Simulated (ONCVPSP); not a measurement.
## carbon, ONCV: configuration errors across variants

ONCVPSP 4.0.1 input, shortened (lines: element, Z, core and valence counts, functional; n l f; lmax; l rc ep ncon nbas qcut; lloc lpopt rc5 dvloc0; l nproj debl; icmod fcfact rcfact), PBE, scalar-relativistic:

```
  C 6.00    1    2        4      upf
    1    0    2.00
    2    0    2.00
    2    1    1.50
    2
    0    1.30    0.00    3    6    6.40
    1    1.55    0.00    3    6    8.40
    2    1.65    0.10    3    6    5.20
    4    5    0.85    4.00
    0    2    1.60
    1    1    3.00
    2    1    3.10
    1    0.75    0.00
```

All-electron excitation energies from the reference (eV): (1) 2s2 2p2 -3.963; (2) 2s2 2p1 6.898; (3) 2s2 2p0 31.054; (4) 2s1 2p2 15.652.

A true bound ghost makes a file unfit for plane-wave use even where its test errors are small: the radial tests pick states by their node count and pass the ghost by.

Errors AE − PS in meV (a dash: test not solved or not reliable):

| change | (1) | (2) | (3) | (4) | bound ghosts | GHOST(+) flags above zero |
| --- | --- | --- | --- | --- | --- | --- |
| base | +1.6 | +4.3 | +97 | -4.1 | none | none |
| local potential polynomial inside 0.85 bohr (lpopt 5, dvloc0 -2 Ha) | +1.7 | +4.3 | +97 | -4.0 | d | none |
| local potential polynomial inside 0.85 bohr (lpopt 5, dvloc0 0 Ha) | +1.6 | +4.3 | +97 | -4.0 | none | none |
| local potential polynomial inside 0.85 bohr (lpopt 5, dvloc0 1.5 Ha) | +1.6 | +4.3 | +97 | -4.0 | none | none |
| local potential polynomial inside 0.85 bohr (lpopt 5, dvloc0 3 Ha) | +1.6 | +4.3 | +97 | -4.0 | none | none |
| local potential polynomial inside 0.85 bohr (lpopt 5, dvloc0 5.5 Ha) | +1.6 | +4.3 | +97 | -4.1 | none | none |
| local potential polynomial inside 0.85 bohr (lpopt 5, dvloc0 7 Ha) | +1.6 | +4.3 | +97 | -4.1 | none | none |
| local potential polynomial inside 0.85 bohr (lpopt 5, dvloc0 8 Ha) | +1.6 | +4.3 | +96 | -4.1 | none | none |
| local potential polynomial inside 0.85 bohr (lpopt 5, dvloc0 9.5 Ha) | +1.6 | +4.3 | +96 | -4.1 | none | none |

Give the same row for: local potential polynomial inside 0.85 bohr (lpopt 5, dvloc0 -1.5 Ha).

+1.7, +4.3, +97, -4.0; bound ghosts: d; GHOST(+) flags above zero: none.
